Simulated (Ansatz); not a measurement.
Reaction (formal exchange of groups at the Al–Ge bond): `F[SiH2][AlH][GeH3]` + `COC=O` → `[CH3][AlH][SiH2]F` + `O=C[O][GeH3]`

Computed with Ansatz on PBE0-D4/def2-TZVP structures; ΔE is electronic, products minus reactants. CBS: MP2 limit from def2 TZ/QZ plus the TZ coupled-cluster correction, frozen cores. Functionals use def2-TZVPP. For Ge outer-core shells are correlated without core-valence functions, which leaves a few kJ/mol of doubt a bond. Scalar relativity is left out up to krypton. One conformer a species, not always the lowest.

| level | ΔE (kcal/mol) | difference from CCSD(T)/CBS |
| --- | --- | --- |
| ωB97X-V | -20.5 | 0.1 |
| B2PLYP | -21.2 | -0.6 |
| r2SCAN | -19.9 | 0.7 |
| HF/def2-TZVPP | -21.2 | -0.6 |
| MP2/def2-TZVPP | -23.5 | -2.9 |
| SCS-MP2/def2-TZVPP | -22.9 | -2.3 |
| CCSD/def2-TZVPP | -20.7 | -0.1 |
| CCSD(T)/def2-TZVPP | -20.8 | -0.2 |
| MP2/def2-QZVPP | -23.5 | -2.9 |
| MP2/CBS(def2) | -23.3 | -2.7 |
| CCSD(T)/CBS | -20.6 | 0 |

Largest T1 diagnostic among the species: 0.015.
